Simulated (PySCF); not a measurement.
BaF, optimised at PBE0/def2-TZVP:

```xyz
2

Ba     0.0023    -0.8013     0.7348
F     -0.0023     0.8013    -0.7348
```

Energies from PySCF (xtb for GFN2), thermal terms from the rigid-rotor harmonic-oscillator model, ideal gas at 1 bar. Open shells (unrestricted): BaF (multiplicity 2). GFN2 has no spin-polarisation term. Ba: scalar-relativistic def2 core potential, no spin-orbit coupling.

Problem. List the harmonic frequencies (cm⁻¹, unscaled) at this level and at the other levels, each on its own geometry.

Solution. 
- PBE0/def2-TZVP: 471
- GFN2-xTB: 411
- PBE/def2-SVP: 493
